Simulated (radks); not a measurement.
V3+, 20 electrons, occupied as [Ar] 3d1.5 4f0.5 (fractional occupations, a model configuration).

Method: scalar-relativistic Kohn-Sham, exchange-only PBE, spin-unpolarised, spherical densities, finite nucleus; Fermi nuclear charge, rms radius 3.6002 fm; computed with a radial shooting solver on a logarithmic mesh with Libxc functionals.

Energy parts (eV):
| part | energy |
|---|---|
| total | -25734.860 |
| kinetic | 25996.684 |
| electron-nucleus | -60498.753 |
| Hartree | 9940.381 |
| exchange | -1173.172 |

Orbitals (lengths in bohr, moments of r in powers of bohr; r(90%) holds 90 % of the orbital's charge):
orbital,occ.,eigenvalue (eV),<r^2>,<r^4>,r(90%)
1s,2,-5405.822,0.005937,0.00009070,0.119
2s,2,-643.6585,0.1123,0.02216,0.479
2p,6,-544.2154,0.09257,0.01758,0.450
3s,2,-108.5805,0.9959,1.578,1.39
3p,6,-81.9674,1.131,2.169,1.50
3d,1.5,-41.3489,1.612,5.471,1.89
4s,0,-30.3012,6.814,67.77,3.55
4p,0,-24.1658,8.691,111.7,4.03
4f,0.5,-10.3451,24.32,906.2,6.87

The highest occupied level is 4f at -10.345 eV. The configuration is held as typed, so some empty levels lie below it. The density falls to 0.001 e/bohr^3 at r = 3.18 bohr. The electron density at the nucleus is 9947 e/bohr^3 (large components only). Summed over all electrons, <r^2> = 24.15 bohr^2, which gives a Langevin (diamagnetic) susceptibility term of -19.1 x 10^-6 cm^3/mol.
